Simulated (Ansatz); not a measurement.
Born–Oppenheimer molecular dynamics of BrHOZn (4 atoms, charge 0, multiplicity 1). It starts from a relaxed structure.

These are results of RKS B3LYP/def2-SVP (Ansatz 0.2.0), not measurements.

```yaml
ensemble: NVT, Nosé–Hoover chain
time_step: 0.5 fs
steps_asked: 100
set_temperature: 300 K
thermostat: time constant 100 fs, chain length 3 (defaults)
seed: 951940
```

First frame:

```xyz
4
Properties=species:S:1:pos:R:3
O -0.899 0.922 -0.367
Zn 0.381 -0.148 0.248
Br 2.049 -1.360 1.131
H -1.475 0.526 -1.033
```

Q: How far do the bonds stretch over the last three quarters of this one trajectory? (Pairs bonded in most of those frames.)

A: 
```csv
bond,mean (Å),spread (Å),shortest,longest
O1–Zn2,1.779,0.028,1.75,1.82
O1–H4,0.966,0.004,0.96,0.97
Zn2–Br3,2.299,0.012,2.27,2.31
```

Mean temperature of the second half: 124 K. The conserved energy stayed within 0.01 meV per atom of its start (net change 0.0042 meV per atom), so the integration is sound. The mean temperature of the second half is 59 % below the set value. A run of 0.05 ps of so small a system gives no equilibrium averages.

Run time: 2.9 min on 1 thread of Arm Neoverse V2, on a shared host, peak memory 0.15 GiB.
